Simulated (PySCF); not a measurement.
C2H6FNZn, SMILES C[N](C)[Zn][F].

Coordinates come from a B3LYP-D3(BJ)/def2-SVP optimisation. The structure was generated by enumeration; whether it is a known compound was not checked. One conformer was computed; it need not be the lowest.

Two levels are set side by side: PBE/def2-TZVP (PySCF) and ωB97X/def2-TZVP (PySCF). Same geometry, gas phase. Differences are taken from unrounded values.

```tsv
quantity	ωB97X
orbital gap (eV)	9.55
highest occupied level (eV)	-8.53
lowest empty level (eV)	1.02
dipole moment (D)	2.41
mean polarisability (bohr³)	54.0
```

Question: What does PBE give, and how far is it from ωB97X? (Estimate from the structure and the level; the computed values follow.)

Answer: 
| quantity | PBE | PBE minus ωB97X |
|---|---|---|
| orbital gap (eV) | 3.04 | -6.52 |
| highest occupied level (eV) | -4.93 | 3.61 |
| lowest empty level (eV) | -1.89 | -2.91 |
| dipole moment (D) | 2.42 | 0.01 |
| mean polarisability (bohr³) | 59.9 | 5.9 |

Without exact exchange PBE keeps part of each electron's self-repulsion, which lifts occupied levels and narrows the gap. PBE's more diffuse valence density responds more strongly to a field. Differences between two approximate levels are no errors against the true value.

Rough cost on one machine, each run with all the roots and properties that it gave: ωB97X against PBE within a factor of 2.
